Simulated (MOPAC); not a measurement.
MOPAC input (PM3):

```
PM3 1SCF CHARGE=-1 GEO-OK AUX(PRECISION=9) THREADS=1
C2HF2

F     1.61414200 1   -0.75939700 1   -0.00912200 1
C     0.70663300 1    0.38027100 1   -0.03316300 1
C    -0.52663400 1   -0.12917800 1    0.01840300 1
F    -1.63954400 1    0.72176300 1    0.01129500 1
H    -0.85137100 1   -1.16785500 1    0.06900200 1
```

From the output:

```
                                                       MOPAC v23.2.5 Linux

          FINAL HEAT OF FORMATION =        -53.37680 KCAL/MOL =    -223.32852 KJ/MOL

          COSMO AREA              =         87.79 SQUARE ANGSTROMS
          COSMO VOLUME            =         69.88 CUBIC ANGSTROMS

          IONIZATION POTENTIAL    =          3.356417 EV
          HOMO LUMO ENERGIES (EV) =         -3.356  7.453
          NO. OF FILLED LEVELS    =         12
          MOLECULAR WEIGHT        =         63.0267         POINT GROUP:  Cs

          MOLECULAR DIMENSIONS (Angstroms)

            Atom       Atom       Distance
            F     4    F     1     3.57501
            H     5    C     2     2.05683
            C     3    C     2     0.00000

          SCF CALCULATIONS        =          1

   ATOM   CHEMICAL          X               Y               Z
  NUMBER   SYMBOL      (ANGSTROMS)     (ANGSTROMS)     (ANGSTROMS)

     1       F          1.61414200  *  -0.75939700  *  -0.00912200  *
     2       C          0.70663300  *   0.38027100  *  -0.03316300  *
     3       C         -0.52663400  *  -0.12917800  *   0.01840300  *
     4       F         -1.63954400  *   0.72176300  *   0.01129500  *
     5       H         -0.85137100  *  -1.16785500  *   0.06900200  *

                             CARTESIAN COORDINATES

   1    F        1.614142000    -0.759397000    -0.009122000
   2    C        0.706633000     0.380271000    -0.033163000
   3    C       -0.526634000    -0.129178000     0.018403000
   4    F       -1.639544000     0.721763000     0.011295000
   5    H       -0.851371000    -1.167855000     0.069002000

           Empirical Formula: C2 H F2  =     5 atoms

      MOLECULAR POINT GROUP   :   Cs

                  EIGENVALUES
 -25.67923 -18.16531 -13.95880 -13.05333 -12.12536 -11.31530 -10.98030  -9.93785
  -9.11969  -8.81079  -3.86133  -3.35642   7.45300   8.18229   8.88478  10.59996
  11.60414

              NET ATOMIC CHARGES AND DIPOLE CONTRIBUTIONS

  ATOM NO.   TYPE          CHARGE      No. of ELECS.   s-Pop       p-Pop
    1          F          -0.274794        7.2748     1.84459     5.43021
    2          C          -0.279780        4.2798     1.68287     2.59691
    3          C          -0.339037        4.3390     1.22246     3.11657
    4          F          -0.183415        7.1834     1.79949     5.38393
    5          H           0.077026        0.9230     0.92297
 DIPOLE           X         Y         Z       TOTAL
 POINT-CHG.    -1.030    -0.281     0.037     1.069
 HYBRID        -1.080    -1.659     0.095     1.982
 SUM           -2.110    -1.940     0.132     2.869

          ATOMIC ORBITAL ELECTRON POPULATIONS

     Atom    s        px        py        pz
    1  F   1.84459   1.78296   1.67761   1.96963
    2  C   1.68287   0.84803   1.00371   0.74517
    3  C   1.22246   0.91761   0.89705   1.30191
    4  F   1.79949   1.60857   1.79192   1.98344
    5  H   0.92297

 **********************
 *                    *
 * JOB ENDED NORMALLY *
 *                    *
 **********************

 == MOPAC DONE ==
```

The dipole moment of an ion depends on the origin.

The geometry given is a B3LYP-D3(BJ)/def2-TZVP minimum.
